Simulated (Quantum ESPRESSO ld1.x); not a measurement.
ld1.x (Quantum ESPRESSO 7.5) input

```
 &input
    atom='Pb',
    iswitch=1,
    rel=1,
    lsd=1,
    dft='PZ',
    config='[Hg]',
    verbosity='high',
    prefix='ld1',
    max_out_wfc=37,
    file_charge='ld1.rho',
 /
```

It prints (banner and zero overlaps left out):

```
     Program LD1 v.7.5 starts

     --------------------------- All-electron run ----------------------------

     scalar relativistic calculation

     atomic number is 82.00
     dft =PZ   lsd =1 sic =0 latt =0  beta=0.20 tr2=1.0E-14
     Exchange-correlation= PZ
                           (   1   1   0   0   0   0   0)
     mesh =2127 r(mesh) =  99.61181 a.u. xmin = -8.00 dx = 0.00800
     1 Ry =  13.60569312 eV, c = 137.03599908

     n l     nl                  e(Ry)          e(Ha)          e(eV)
     1 0     1S 1( 1.00)   -6474.230234964   -3237.115117482 -88086.3897845
     2 0     2S 1( 1.00)   -1159.103919509    -579.551959755 -15770.4122265
     2 1     2P 1( 3.00)    -994.648124201    -497.324062101 -13532.8771432
     3 0     3S 1( 1.00)    -279.165218110    -139.582609055  -3798.2362882
     3 1     3P 1( 3.00)    -232.025970183    -116.012985092  -3156.8741469
     4 0     4S 1( 1.00)     -64.110706690     -32.055353345   -872.2706011
     4 1     4P 1( 3.00)     -48.661052574     -24.330526287   -662.0673484
     3 2     3D 1( 5.00)    -183.909157351     -91.954578676  -2502.2115574
     5 0     5S 1( 1.00)     -11.857547199      -5.928773600   -161.3301484
     5 1     5P 1( 3.00)      -7.560106034      -3.780053017   -102.8604827
     4 2     4D 1( 5.00)     -30.787520165     -15.393760082   -418.8855514
     6 0     6S 1( 1.00)      -2.048930187      -1.024465093    -27.8771154
     5 2     5D 1( 5.00)      -2.797989275      -1.398994637    -38.0685834
     4 3     4F 1( 7.00)     -11.039037303      -5.519518652   -150.1937539
     1 0     1S 2( 1.00)   -6474.230234964   -3237.115117482 -88086.3897845
     2 0     2S 2( 1.00)   -1159.103919509    -579.551959755 -15770.4122265
     2 1     2P 2( 3.00)    -994.648124201    -497.324062101 -13532.8771432
     3 0     3S 2( 1.00)    -279.165218110    -139.582609055  -3798.2362882
     3 1     3P 2( 3.00)    -232.025970183    -116.012985092  -3156.8741469
     4 0     4S 2( 1.00)     -64.110706690     -32.055353345   -872.2706011
     4 1     4P 2( 3.00)     -48.661052574     -24.330526287   -662.0673484
     3 2     3D 2( 5.00)    -183.909157351     -91.954578676  -2502.2115574
     5 0     5S 2( 1.00)     -11.857547199      -5.928773600   -161.3301484
     5 1     5P 2( 3.00)      -7.560106034      -3.780053017   -102.8604827
     4 2     4D 2( 5.00)     -30.787520165     -15.393760082   -418.8855514
     6 0     6S 2( 1.00)      -2.048930187      -1.024465093    -27.8771154
     5 2     5D 2( 5.00)      -2.797989275      -1.398994637    -38.0685834
     4 3     4F 2( 7.00)     -11.039037303      -5.519518652   -150.1937539

     final scf error:  2.3E-15 reached in  26 iterations

     Etot =  -41739.890642 Ry,  -20869.945321 Ha, -567900.143067 eV
     Total magnetization:    0.00 Bohr mag.

     Ekin =   47182.256438 Ry,   23591.128219 Ha,  641947.301940 eV
     Encl = -104150.243050 Ry,  -52075.121525 Ha,-1417036.245625 eV
     Eh   =   15977.649001 Ry,    7988.824501 Ha,  217386.989139 eV
     Exc  =    -749.553031 Ry,    -374.776516 Ha,  -10198.188521 eV
```

Run on one thread of a shared host, so times are rough (Intel(R) Xeon(R) Processor @ 2.60GHz): 0.92 s of CPU time, 0.93 s wall, 26 iterations on 2127 mesh points.
